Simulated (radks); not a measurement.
Results of a calculation; reference values are marked as such.
Problem. The table gives one normalised radial function P(r) = r R(r) of Ag in [Kr] 4d7 5s1 5p3 (r in bohr). Level of theory: scalar-relativistic Kohn-Sham, r2SCAN, spin-unpolarised, spherical densities, finite nucleus; meta-GGA in the generalised Kohn-Sham scheme; Fermi nuclear charge, rms radius 4.5454 fm (a radial shooting solver on a logarithmic mesh with Libxc functionals).

r	P
0.001065	0.0002
0.00123	0.0003
0.001432	0.0004
0.001654	0.0005
0.001911	0.0007
0.002224	0.0009
0.002569	0.0011
0.002966	0.0014
0.003453	0.0019
0.003988	0.0024
0.004606	0.0031
0.005362	0.0041
0.006193	0.0052
0.007209	0.0068
0.008326	0.0087
0.009615	0.0111
0.01119	0.0144
0.01293	0.0182
0.01493	0.0228
0.01738	0.0288
0.02007	0.0357
0.02318	0.0437
0.02699	0.0534
0.03117	0.0637
0.03599	0.0747
0.0419	0.0864
0.04839	0.0967
0.05589	0.1048
0.06506	0.1093
0.07514	0.1077
0.08678	0.0983
0.101	0.0780
0.1167	0.0481
0.1358	0.0061
0.1569	-0.0408
0.1812	-0.0893
0.2109	-0.1338
0.2436	-0.1604
0.2813	-0.1631
0.3275	-0.1334
0.3782	-0.0739
0.4368	0.0096
0.5084	0.1093
0.5872	0.1957
0.6781	0.2533
0.7895	0.2648
0.9118	0.2195
1.053	0.1221
1.226	-0.0219
1.416	-0.1765
1.635	-0.3285
1.903	-0.4659
2.198	-0.5583
2.559	-0.6051
2.955	-0.6002
3.413	-0.5531
3.973	-0.4693
4.589	-0.3721
5.3	-0.2724
6.169	-0.1785
7.125	-0.1087
8.229	-0.0598
9.579	-0.0282
11.06	-0.0122

Which n and l does it have? It may be an empty orbital.

Solution. n = 5, l = 1: the number of nodes gives n - l - 1 = 3, the rise at small r (about r^(l+1), flatter next to the nucleus through relativity) gives l, and the extent must fit the shell. The curve is that of 5p. 5p: eigenvalue -4.291 eV, 3 radial nodes at r = 0.139, 0.430, 1.20 bohr, <r> = 3.31 bohr, 90 % of the charge inside 5.00 bohr.
